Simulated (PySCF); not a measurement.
**Ionisation energy along the 16-electron series**

Calculated with PySCF 2.14 and a two-component X2C-1e Hamiltonian (Gaussian nucleus, no Breit or QED terms), each ion in its own even-tempered basis scaled to its charge; GMP2 freezes 1s2 and drops the highest virtual spinors. Values in eV. NIST values: (m) measured, (s) semi-empirical, (t) theoretical.

```json
{"ion": "Au⁶³⁺", "configuration": "[Ne] 3s2 3p4", "GHF (spin-free)": "7123.1", "GMP2 (spin-free)": "7124.5", "GHF (screened spin-orbit)": "7002.0", "GMP2 (screened spin-orbit)": "7002.6", "NIST": "6997 ± 19 (t)"}
{"ion": "Tl⁶⁵⁺", "configuration": "[Ne] 3s2 3p4", "GHF (spin-free)": "7570.8", "GMP2 (spin-free)": "7572.2", "GHF (screened spin-orbit)": "7433.3", "GMP2 (screened spin-orbit)": "7433.9", "NIST": "7430 ± 30 (t)"}
```

Question: Fill in the row of Hg⁶⁴⁺.

Answer: configuration: [Ne] 3s2 3p4; GHF (spin-free): 7345.0; GMP2 (spin-free): 7346.4; GHF (screened spin-orbit): 7215.9; GMP2 (screened spin-orbit): 7216.5; NIST: 7211 ± 24 (t).
